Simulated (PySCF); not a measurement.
CH₈FNSi₂, SMILES C[SiH2][Si@@H](N)F.

The structure is a stationary point at TPSSh-D3(BJ)/def2-SVP. The structure was generated by enumeration; whether it is a known compound was not checked. The values are those of a single conformer.

Level of theory: TPSSh-D3(BJ)/def2-SVP (PySCF 2.14.0).

Frequencies are harmonic and unscaled.

| mode | ν (cm⁻¹) | IR (km/mol) | Raman (Å⁴/amu) | depolarisation | moving atoms (share of kinetic energy) |
|---|---|---|---|---|---|
| 1 | 45 | 0.2 | 0.5 | 0.74 | H 30 %, C 26 %, Si 17 %, F 16 %, N 11 % |
| 2 | 91 | 0.7 | 0.5 | 0.74 | C 24 %, H 23 %, N 21 %, F 20 %, Si 13 % |
| 3 | 144 | 1.1 | 0.6 | 0.74 | H 70 %, Si 15 %, N 8 % |
| 4 | 185 | 0.8 | 1.3 | 0.72 | H 57 %, Si 23 %, N 10 % |
| 5 | 206 | 3.6 | 3.3 | 0.49 | F 38 %, Si 24 %, H 18 %, C 12 % |
| 6 | 294 | 25.3 | 1.9 | 0.72 | F 29 %, Si 29 %, H 26 %, N 15 % |
| 7 | 329 | 26.6 | 1.3 | 0.70 | H 92 % |
| 8 | 414 | 53.0 | 7.1 | 0.30 | H 54 %, Si 37 %, N 8 % |
| 9 | 439 | 111.8 | 3.9 | 0.14 | H 58 %, N 25 %, Si 13 % |
| 10 | 458 | 11.9 | 6.0 | 0.17 | H 51 %, Si 46 % |
| 11 | 597 | 22.7 | 5.9 | 0.75 | H 95 % |
| 12 | 671 | 25.9 | 10.4 | 0.52 | H 75 %, C 21 % |
| 13 | 695 | 72.3 | 9.2 | 0.38 | H 43 %, C 29 %, Si 27 % |
| 14 | 720 | 17.4 | 8.0 | 0.70 | H 78 %, Si 9 % |
| 15 | 807 | 114.6 | 4.2 | 0.15 | F 39 %, Si 28 %, N 17 %, H 16 % |
| 16 | 853 | 235.8 | 3.1 | 0.56 | H 79 % |
| 17 | 880 | 70.7 | 6.1 | 0.61 | H 57 %, N 22 %, Si 14 % |
| 18 | 893 | 27.7 | 11.2 | 0.74 | H 79 %, C 15 % |
| 19 | 912 | 43.4 | 4.4 | 0.73 | H 52 %, Si 28 %, F 11 % |
| 20 | 936 | 137.7 | 4.4 | 0.53 | H 60 %, Si 23 %, N 12 % |
| 21 | 947 | 79.2 | 17.7 | 0.75 | H 93 % |
| 22 | 1279 | 6.4 | 0.7 | 0.09 | H 80 %, C 20 % |
| 23 | 1455 | 4.9 | 14.2 | 0.75 | H 96 % |
| 24 | 1458 | 1.9 | 10.4 | 0.74 | H 96 % |
| 25 | 1561 | 42.1 | 8.3 | 0.65 | H 89 %, N 10 % |
| 26 | 2217 | 104.9 | 150.6 | 0.22 | H 97 % |
| 27 | 2236 | 108.2 | 144.1 | 0.39 | H 97 % |
| 28 | 2261 | 148.2 | 156.4 | 0.17 | H 97 % |
| 29 | 3033 | 7.5 | 134.7 | 0.01 | H 97 % |
| 30 | 3128 | 5.2 | 79.2 | 0.74 | H 91 %, C 9 % |
| 31 | 3130 | 5.0 | 97.2 | 0.71 | H 91 %, C 9 % |
| 32 | 3542 | 23.7 | 171.8 | 0.15 | H 96 % |
| 33 | 3636 | 27.5 | 102.4 | 0.70 | H 91 %, N 9 % |
